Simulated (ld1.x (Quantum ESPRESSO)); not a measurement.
## Ru (Z = 44): variants of one ultrasoft potential

Base potential:

| Item | Value |
| --- | --- |
| Element | Ru (Z = 44) |
| Generator | ld1.x (Quantum ESPRESSO) 7.5 |
| Type | ultrasoft |
| Functional | PBE |
| Relativity | scalar-relativistic |
| Frozen core | [Kr] |
| Valence charge | 8 |
| Reference configuration | 4d7 5s1 5p0 |
| Partial waves | 5s (bound): rcut 2.15, rcutus 2.80 bohr; 5s channel at 0.25 Ry: rcut 2.15, rcutus 2.80 bohr; 5p (bound, empty): rcut 3.85, rcutus 4.30 bohr; 5p channel at 0.45 Ry: rcut 3.85, rcutus 4.30 bohr; 4d (bound): rcut 1.25, rcutus 1.40 bohr; 4d channel at 0.1 Ry: rcut 1.25, rcutus 1.40 bohr |
| Local potential | all-electron potential smoothed inside 4.10 bohr (lloc = -2) |
| Core correction | Bessel-smoothed model core inside 1.20 bohr |
| Augmentation charge | built from norm-conserving waves at rcut, not smoothed further |

All-electron outer shells of the reference configuration (PBE, scalar-relativistic, ld1.x):

```json
{"shell": "4s", "level (eV)": "-76.37", "outermost node (bohr)": "0.48", "outermost maximum (bohr)": "0.92"}
{"shell": "4p", "level (eV)": "-46.42", "outermost node (bohr)": "0.49", "outermost maximum (bohr)": "0.98"}
{"shell": "4d", "level (eV)": "-5.20", "outermost node (bohr)": "0.48", "outermost maximum (bohr)": "1.21"}
{"shell": "5s", "level (eV)": "-4.24", "outermost node (bohr)": "1.24", "outermost maximum (bohr)": "2.73"}
{"shell": "5p", "level (eV)": "-0.91", "outermost node (bohr)": "1.41", "outermost maximum (bohr)": "3.97"}
```

Cutoffs, loose and tight: the cutoffs (Ry, on a coarse ladder) from which the occupation-weighted sum of valence levels, in a spherical-Bessel basis at the reference potential, stays within 10 and 1 mRy of its value at 400 Ry. They do not see the model core or the augmentation charge, which bear on the density cutoff. Test errors are all-electron minus pseudo excitation energies from the reference, over the configurations 4d7 5s0 5p0; 4d6 5s0 5p0; 4d5 5s0 5p0; 4d6 5s1 5p0; 4d6 5s2 5p0; 4d6 5s1 5p1; 4d7 5s0.5 5p0. A dash means not determined; rows that change the core or the reference have their own tests.

| change | outcome | cutoff, loose | cutoff, tight | bound ghosts | largest test error (meV) |
| --- | --- | --- | --- | --- | --- |
| base | generated | 50 Ry | 90 Ry | none | -417 |
| waves 4d (bound): rcut 0.82, rcutus 0.86 bohr; 4d channel at 0.1 Ry: rcut 0.82, rcutus 0.86 bohr | generated | 100 Ry | 180 Ry | none | -425 |
| waves 4d (bound): rcut 1.00, rcutus 1.06 bohr; 4d channel at 0.1 Ry: rcut 1.00, rcutus 1.06 bohr | generated | 80 Ry | 140 Ry | none | -418 |
| waves 4d (bound): rcut 1.10, rcutus 1.16 bohr; 4d channel at 0.1 Ry: rcut 1.10, rcutus 1.16 bohr | generated | 70 Ry | 140 Ry | none | -417 |
| waves 4d (bound): rcut 1.25, rcutus 1.34 bohr; 4d channel at 0.1 Ry: rcut 1.25, rcutus 1.34 bohr | generated | 55 Ry | 100 Ry | none | -416 |
| waves 4d (bound): rcut 1.25, rcutus 1.44 bohr; 4d channel at 0.1 Ry: rcut 1.25, rcutus 1.44 bohr | generated | 50 Ry | 90 Ry | none | -417 |
| waves 4d (bound): rcut 1.25, rcutus 1.56 bohr; 4d channel at 0.1 Ry: rcut 1.25, rcutus 1.56 bohr | generated | 45 Ry | 70 Ry | none | -419 |
| waves 4d (bound): rcut 1.25, rcutus 1.68 bohr; 4d channel at 0.1 Ry: rcut 1.25, rcutus 1.68 bohr | generated | 40 Ry | 60 Ry | none | -423 |
| waves 4d (bound): rcut 1.25, rcutus 1.80 bohr; 4d channel at 0.1 Ry: rcut 1.25, rcutus 1.80 bohr | generated | 35 Ry | 50 Ry | none | -429 |
| waves 4d (bound): rcut 1.25, rcutus 1.94 bohr; 4d channel at 0.1 Ry: rcut 1.25, rcutus 1.94 bohr | generated | 30 Ry | 45 Ry | none | -438 |
| waves 4d (bound): rcut 1.25, rcutus 2.10 bohr; 4d channel at 0.1 Ry: rcut 1.25, rcutus 2.10 bohr | generated | 25 Ry | 40 Ry | none | -450 |

Reading the sweep of the d radius (base included, trends over the rows without a ghost): The loose cutoff falls from 100 Ry at 0.86 to 25 Ry at 2.1 bohr. A larger radius leaves more room for a smooth pseudo-wave, so fewer plane waves are needed; a smaller one forces it to follow the all-electron wave where it bends sharply. The median size of the test errors (rows with all tests solved) stays near 60.7 meV.
